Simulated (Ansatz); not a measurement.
Computed with Ansatz on PBE0-D4/def2-TZVP structures; ΔE is electronic, products minus reactants. CBS: MP2 limit from def2 TZ/QZ plus the TZ coupled-cluster correction, frozen cores. This one scheme is used for every species, atoms too. Open shells (•) are unrestricted, without spin–orbit coupling. Spin–orbit coupling would lower the free atoms: a little for Cl, O, Si. One conformer a species, not always the lowest.

`N[SiH](O)[Si](N)(Cl)Cl` → 2 Cl• + 6 H• + 2 N• + O• + 2 Si•  (atomization)

| species | MP2/CBS(def2) energy (Eh) |
| --- | --- |
| `N[SiH](O)[Si](N)(Cl)Cl` | -1686.02605 |
| Cl• | -459.68032 |
| H• | -0.50000 |
| N• | -54.51424 |
| O• | -74.98686 |
| Si• | -288.92319 |

Task: Work out ΔE.

Result: ΔE = 6 × (-0.50000) + 2 × (-459.68032) + 2 × (-54.51424) + 2 × (-288.92319) + (-74.98686) − (-1686.02605) = 1.80369 Eh = +4735.6 kJ/mol. CCSD(T)/CBS gives +4627.8 kJ/mol.

Largest T1 diagnostic among the species: 0.012.

The D4 term adds +70.3 kJ/mol with B3LYP and +37.7 kJ/mol with PBE0; it sums over pairs of atoms, weighted by their polarisabilities, and B3LYP, whose exchange is more repulsive, gets the larger term. In def2-TZVPP, CCSD(T) changes the Hartree–Fock value by +1255.7 kJ/mol (the triples alone add +80.5 kJ/mol) and MP2 by +1363.5 kJ/mol; breaking electron pairs costs correlation energy, which Hartree–Fock lacks.

B3LYP here is the variant with VWN-RPA as its local correlation; programs differ in this.

For atomizations the MP2-based limit and the directly extrapolated one differ by several kJ/mol either way, and by 10 to 25 for some Ge, Se and Sn compounds, so smaller differences from it don't rank the levels.
